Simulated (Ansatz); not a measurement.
`CC(F)=C=C[SiH3]`, relaxed with RKS PBE0-D4/def2-TZVP in Ansatz from a PBE-D4/def2-SVP geometry. The force threshold is 0.005 eV/Å; the program also tests the step.

Total charge 0; spin multiplicity 1.

Start:

```xyz
13

C    -0.433   -1.852   -1.530
C    -0.334   -1.446   -0.095
F    -0.060   -2.487    0.740
C    -0.498   -0.228    0.397
C    -0.588    1.009    0.851
Si    0.914    2.142    1.009
H    -0.659   -0.983   -2.175
H    -1.233   -2.612   -1.662
H     0.520   -2.311   -1.867
H    -1.578    1.400    1.168
H     2.123    1.448    0.450
H     0.675    3.428    0.261
H     1.151    2.492    2.455
```

| step | energy (eV) | largest force (eV/Å) | largest move (Å) |
| --- | --- | --- | --- |
| 1 | -14846.7026 | 0.706 | 0.000 |
| 2 | -14846.7658 | 0.144 | 0.043 |
| 3 | -14846.7686 | 0.106 | 0.033 |
| 4 | -14846.7688 | 0.099 | 0.004 |
| 5 | -14846.7700 | 0.058 | 0.022 |
| 6 | -14846.7701 | 0.063 | 0.012 |
| 7 | -14846.7704 | 0.015 | 0.005 |
| 8 | -14846.7704 | 0.016 | 0.007 |
| 9 | -14846.7705 | 0.005 | 0.009 |
| 10 | -14846.7705 | 0.011 | 0.015 |
| 11 | -14846.7705 | 0.010 | 0.011 |
| 12 | -14846.7705 | 0.009 | 0.011 |
| 13 | -14846.7706 | 0.004 | 0.003 |

End:

```xyz
13

C    -0.432   -1.821   -1.520
C    -0.325   -1.422   -0.097
F    -0.046   -2.458    0.728
C    -0.477   -0.227    0.402
C    -0.580    0.988    0.860
Si    0.904    2.113    0.997
H    -0.655   -0.955   -2.143
H    -1.225   -2.563   -1.649
H     0.506   -2.269   -1.859
H    -1.559    1.351    1.178
H     2.103    1.398    0.495
H     0.679    3.347    0.196
H     1.109    2.518    2.413
```

It took 40 s on 4 threads of an Intel Xeon Platinum 8488C on a shared host, with 0.69 GiB of host memory at the peak.
